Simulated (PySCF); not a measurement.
B3LYP has the VWN-RPA correlation part, as in Gaussian. Delta-SCF ions had no search for a lower state. Excitations are Tamm–Dancoff values on a coarser integration grid. The basis has no diffuse functions, so Rydberg states are missing or too high.

Cartesian coordinates (Å):
SMILES: N[Si](N)(N)O
```xyz
12

N     -0.5230     1.3235    -0.8070
Si     0.0353    -0.1592    -0.1360
N     -0.9043    -0.6765     1.1911
N      1.6322    -0.0333     0.4699
O     -0.0561    -1.2596    -1.3687
H     -0.8158     2.0744    -0.2026
H     -0.1489     1.6766    -1.6740
H     -1.8224    -1.0759     1.0996
H     -0.6996    -0.3785     2.1292
H      2.2888     0.5789     0.0128
H      2.0955    -0.8509     0.8363
H     -0.8274    -1.1903    -1.9367
```
Charge 0, multiplicity 1.

### Question
What S1 excitation (TDA), dipole moment, LUMO, vertical ionisation energy (Delta-SCF), T1 excitation (TDA), total energy, HOMO and brightest of the four lowest singlets (TDA) does B3LYP-D3(BJ)/def2-TZVP in PySCF give?

### Answer

```json
{
 "S1 excitation (TDA)": "6.23 eV",
 "dipole_moment": "1.46 D",
 "LUMO": "0.37 eV",
 "vertical ionisation energy (Delta-SCF)": "9.07 eV",
 "T1 excitation (TDA)": "5.94 eV",
 "total_energy": "-533.5051 Ha",
 "HOMO": "-6.82 eV",
 "brightest of the four lowest singlets (TDA)": "6.59 eV"
}
```
